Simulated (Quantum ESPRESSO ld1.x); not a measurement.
Question: Radial electron density D(r) = 4 pi r^2 rho(r) of an atom or ion with 58 electrons. All-electron calculation, scalar-relativistic Kohn-Sham, revPBE, spin-unpolarised, spherical densities, point nucleus. Program: ld1.x of Quantum ESPRESSO 7.5.

r (bohr),D(r) (e/bohr)
0.000738,3.266
0.0008456,4.075
0.0009687,5.073
0.001101,6.221
0.001261,7.706
0.001445,9.514
0.001656,11.70
0.001882,14.17
0.002156,17.28
0.00247,20.96
0.00283,25.26
0.003242,30.22
0.003685,35.52
0.004222,41.79
0.004837,48.65
0.005541,55.95
0.006298,63.04
0.007216,70.48
0.008267,77.46
0.009471,83.50
0.01085,88.12
0.01233,90.80
0.01413,91.65
0.01619,90.47
0.01855,87.73
0.02108,84.53
0.02415,81.72
0.02767,80.96
0.0317,83.54
0.03632,89.96
0.04127,98.93
0.04729,109.6
0.05418,118.5
0.06207,122.4
0.07054,120.0
0.08082,111.8
0.0926,101.3
0.1061,93.89
0.1215,93.40
0.1381,99.13
0.1583,106.9
0.1813,109.0
0.2077,100.4
0.2361,83.86
0.2705,64.55
0.3099,52.16
0.355,50.44
0.4068,55.52
0.4623,59.51
0.5297,57.40
0.6068,48.38
0.6952,36.08
0.7902,25.18
0.9053,16.29
1.037,10.22
1.188,6.134
1.361,3.357
1.547,1.664
1.773,0.6543
2.031,0.2030
2.327,0.04737
2.645,0.008915
3.03,0.001055

What is the nuclear charge?

Answer: Z = 68. The innermost maximum, from 1s, lies near gamma/Z bohr with gamma = sqrt(1 - (Z/c)^2) = 0.868, here 0.0128 bohr (found: 0.0139), and its height grows with Z. The density is that of the erbium ion Er10+ in [Kr] 4d10 4f10 5s2; the configuration itself is not fixed sharply by these data, and Z only to a few units. D(r) has 4 maxima, at r = 0.0139, 0.0631, 0.176, 0.477 bohr, and minima at 0.0268, 0.115, 0.338 bohr, inside which lie 1.92, 11.17, 29.62 electrons.
